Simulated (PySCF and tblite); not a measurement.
Values are calculated unless marked as measured or tabulated.
C₉H₁₀, numbered as in [CH2:1]=[CH:2][CH2:3][c:4]1[cH:5][cH:6][cH:7][cH:8][cH:9]1.

Conformers came from 90 starts (ETKDG and KDG, MMFF94s, GFN2-xTB); geometries are PBE0-D3(BJ)/def2-SVP. Energies: CAM-B3LYP-D3(BJ)/def2-SVPD (IEF-PCM, chloroform), with GFN2-xTB thermal terms (modes under about 100 cm⁻¹ blended into free rotors). Symmetry numbers and mirror images are counted. Conformers within 3 kcal/mol (GFN2-xTB free energy) were kept, 8 at most. Couplings: B3LYP/pcSseg-1 with pcJ-1 on H (gas phase; spin-dipole term only for pairs with B, N, F, Si or P). Couplings are for ¹H. Of two unlike H on one atom, a is the less shielded (WP04/pcSseg-1 (IEF-PCM, chloroform)). (PySCF 2.14, tblite 0.8.)

Torsions listed: C1–C2–C3–C4, C2–C3–C4–C5. Of a mirror pair one member is shown.

| conformer | shape | weight % |
| --- | --- | --- |
| 1 | -120°, -129° | 61.8 |
| 2 | 0°, 89° | 38.2 |

Problem. Give the couplings in each conformer and the averages at 298.15 K (pairs that fast motion interchanges averaged).

Solution. 
```
   coupling  pairs      1      2  average (Hz)
²J(H1a,H1b)      1    2.2    1.9           2.1
 ³J(H1a,H2)      1   11.0   11.5          11.2
 ⁴J(H1a,H3)      2   -1.6   -3.5          -2.4
 ³J(H1b,H2)      1   17.5   18.0          17.7
 ⁴J(H1b,H3)      2   -1.8   -3.5          -2.4
  ³J(H2,H3)      2    8.2    4.7           6.9
  ²J(H3,H3)      1  -16.1  -20.6         -17.8
  ⁴J(H3,H5)      4   -0.8   -0.4          -0.7
  ⁶J(H3,H7)      2   -0.8   -0.6          -0.7
  ³J(H5,H6)      2    8.6    8.5           8.5
  ⁴J(H5,H7)      2    0.8    0.8           0.8
  ⁴J(H5,H9)      1    1.5    1.5           1.5
  ³J(H6,H7)      2    8.2    8.3           8.2
  ⁴J(H6,H8)      1    0.9    0.9           0.9
```

Only couplings over up to 6 bonds are listed; longer-range ones, if any, are left out.

Thermal terms of a conformer that GFN2-xTB lacks, or places elsewhere, come from the nearest GFN2-xTB minimum; such a conformer stays in the set even outside the window.
